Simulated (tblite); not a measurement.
Species: C5H9FS (charge +1 and doublet state).
Numbering: `[CH3:1][CH2:2][CH2:3][C@:4]1([F:5])[CH2:6][S+:7]1` (hydrogens: H8, H9, H10 on C1; H11, H12 on C2; H13, H14 on C3; H15, H16 on C6)

Cartesian coordinates in Å at the GFN2-xTB level; atoms count from 1:
```xyz
16
C5H9FS angstrom
C     -2.289   -0.140    0.289
C     -0.860    0.133   -0.095
C      0.117    0.055    1.074
C      1.513   -0.228    0.595
F      2.356   -0.606    1.557
C      2.118    0.370   -0.612
S      1.590   -1.326   -0.927
H     -2.401   -1.112    0.767
H     -2.630    0.605    1.013
H     -2.946   -0.084   -0.575
H     -0.779    1.090   -0.621
H     -0.531   -0.636   -0.841
H     -0.171   -0.744    1.763
H      0.120    0.987    1.649
H      1.588    1.142   -1.157
H      3.197    0.503   -0.623
```

Level: GFN2-xTB in tblite, geometry and Hessian alike; calculated harmonic values, unscaled, isolated species. Errors from tens to a few hundred cm⁻¹ against measured bands are possible. One conformer, not necessarily the lowest. Open shells enter through the occupations alone, without spin polarisation, and single modes of such species can be off by tens of per cent.

Harmonic wavenumbers (cm⁻¹): 90.3, 134.5, 172.1, 237.7, 263.8, 318.3, 341.2, 411.2, 460.0, 545.4, 670.1, 759.6, 826.1, 856.2, 874.5, 891.7, 942.0, 1021.9, 1045.1, 1087.8, 1118.4, 1143.2, 1166.2, 1193.9, 1268.6, 1288.7, 1333.8, 1354.9, 1366.8, 1376.0, 1401.9, 1435.1, 1442.1, 2626.1, 2952.3, 2957.6, 2962.7, 2986.9, 3024.7, 3028.0, 3052.7, 3058.9.

A = 3375, B = 1486, C = 1222 MHz; mass 120.041 u (most abundant isotopes); point group C1, symmetry number 1; spin multiplicity 2.

Q: Zero-point energy?

A: ½Σν̃ = 27744 cm⁻¹ = 79.33 kcal/mol.

Q: What is S at 273.15 K and 1 bar for an ideal gas of classical rigid rotors and harmonic oscillators?

A: Translation 39.85, rotation 28.09, vibration 17.17, spin (R ln 2) 1.38: S = 86.5 cal/(mol K).

Q: And Cp and H(273.15 K) − H(0)?

A: Cp = 29.50 cal/(mol K), of which vibrations give 21.55 (their classical limit is 42 R = 83.5); H(273.15 K) − H(0) = 4.92 kcal/mol without the zero-point energy, 2.75 from vibrations.

Q: Which modes carry the vibrational entropy at 273.15 K?

A: 90.3 cm⁻¹: 3.48; 134.5 cm⁻¹: 2.71; 172.1 cm⁻¹: 2.25; 237.7 cm⁻¹: 1.67; 263.8 cm⁻¹: 1.49; 318.3 cm⁻¹: 1.18 cal/(mol K); the other 36 give 4.40 together.

Q: Blend soft modes into free rotors: weight 1/[1 + (100 cm⁻¹/ν̃)⁴] for the oscillator and the rest for a rotor with moment μB/(μ + B), μ = h/(8π²ν), B = 10⁻⁴⁴ kg m². What vibrational entropy results?

A: 16.77 cal/(mol K) in place of 17.17, which changes −T·S at 273.15 K by +0.11 kcal/mol.

Q: How do the functions run with temperature in this model?

A: 
| T (K) | S (cal/(mol K)) | Cp (cal/(mol K)) | H − H(0) (kcal/mol) | G − H(0) (kcal/mol) | ln q(vib) |
| --- | --- | --- | --- | --- | --- |
| 50 | 56.7 | 10.3 | 0.43 | -2.40 | 0.11 |
| 100 | 65.3 | 15.0 | 1.06 | -5.47 | 0.64 |
| 298.15 | 89.2 | 31.7 | 5.68 | -20.90 | 4.04 |
| 373.15 | 97.0 | 38.1 | 8.30 | -27.88 | 5.47 |
| 500 | 109.5 | 47.5 | 13.76 | -40.99 | 7.95 |
| 750 | 131.4 | 60.6 | 27.40 | -71.18 | 12.84 |
| 1000 | 150.1 | 68.9 | 43.66 | -106.43 | 17.48 |

q(vib) and H(0) count from the zero-point level.

Q: What must be added to the electronic energy to get the Gibbs energy at 273.15 K and 1 bar?

A: ZPE + [H(273.15 K) − H(0)] − T·S = 79.33 + 4.92 − 23.63 = 60.62 kcal/mol.

Hindered rotation and anharmonicity are outside this model. Other conformers, if any are populated, would add a mixing term that is left out. The structure is chiral; the term R ln 2 for an equal mix with its mirror image is left out.
